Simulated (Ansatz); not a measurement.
Input file for C₃H₁₀OZr, SMILES `[CH3][Zr]([CH3])([CH3])[OH]`:

```yaml
crystal:
  periodic: [false, false, false]
  atoms:
    - {symbol: C, position_ang: [-1.843645, 0.559950, 0.878470]}
    - {symbol: Zr, position_ang: [0.050378, 0.302669, -0.261588]}
    - {symbol: C, position_ang: [1.735702, 0.229465, 1.190170]}
    - {symbol: C, position_ang: [-0.035114, -1.645084, -1.334746]}
    - {symbol: O, position_ang: [0.291242, 1.739313, -1.495963]}
    - {symbol: H, position_ang: [-1.748228, 0.080393, 1.862557]}
    - {symbol: H, position_ang: [-2.122712, 1.605310, 1.046871]}
    - {symbol: H, position_ang: [-2.680381, 0.073869, 0.360188]}
    - {symbol: H, position_ang: [1.523933, 0.857078, 2.065535]}
    - {symbol: H, position_ang: [1.865491, -0.799931, 1.552054]}
    - {symbol: H, position_ang: [2.694661, 0.556107, 0.774573]}
    - {symbol: H, position_ang: [-0.659269, -2.350532, -0.768916]}
    - {symbol: H, position_ang: [0.965957, -2.088738, -1.413943]}
    - {symbol: H, position_ang: [-0.447262, -1.578539, -2.346937]}
    - {symbol: H, position_ang: [0.409237, 2.458692, -2.108304]}
basis:
  gaussian: {orbitals: def2-TZVPP}
correlation: {method: ccsd_t}
output: {orbitals: {seedname: orbitals}}
```

```sh
$ ansatz run in.yaml --threads 2 --pin off --events-out ev --progress --plain --max-ram 32768MiB --backend cuda --devices 0, --max-vram 18GiB
```

Log, shortened:

```
Functional definition: HF
1882 factors; integrals over basis functions are off by at most 1.1e-3 eV
mean field evaluation 1: about -6548.6418 eV, gradient 6.2e1 eV
mean field evaluation 2: about -6548.7636 eV, gradient 6.2e1 eV
mean field evaluation 4: about -6556.7413 eV, gradient 6.1e0 eV
mean field evaluation 8: about -6556.8766 eV, gradient 5.8e-1 eV
mean field -6556.87803801 eV, -240.9608234853 hartree, gradient 2.4e-6 eV, S^2 0.000000; 0 other end points of the search recorded, 0 dependent functions left out
4 core orbitals not correlated: weight in the atoms' cores, before any rotation towards them, 1.000 or more for the frozen orbitals, at most 0.000 for the correlated occupied ones
reference -6556.87803801 eV, -240.9608234853 hartree; 20, 20 occupied and 296, 296 virtual orbitals, 1882 factors
second order -31.15169512 eV of doubles, -0.00000000 eV of singles
cycle   1  -31.43476973 eV  change   -2.8e-1 eV  update   1.4e-1
cycle   2  -32.11874145 eV  change   -6.8e-1 eV  update   4.8e-2
cycle   3  -32.33995026 eV  change   -2.2e-1 eV  update   2.6e-2
cycle   4  -32.33363206 eV  change    6.3e-3 eV  update   7.5e-3
cycle   5  -32.32580876 eV  change    7.8e-3 eV  update   3.3e-3
cycle   6  -32.32648369 eV  change   -6.7e-4 eV  update   1.2e-3
cycle   7  -32.32632165 eV  change    1.6e-4 eV  update   4.5e-4
cycle   8  -32.32623921 eV  change    8.2e-5 eV  update   1.7e-4
cycle   9  -32.32635226 eV  change   -1.1e-4 eV  update   7.9e-5
cycle  10  -32.32633888 eV  change    1.3e-5 eV  update   2.9e-5
perturbative correction -1.31872245 eV, -0.0484621560 hartree
Total energy: -6590.52309934 eV, -242.1972566838 hartree
```

Run time 11 s (2 threads of an AMD EPYC 7R13 on a shared host and a share of an NVIDIA H100 80 GB); peak host memory 0.86 GiB.

Correlation energy per correlated electron: -0.841 eV. T1 diagnostic: 0.0145.
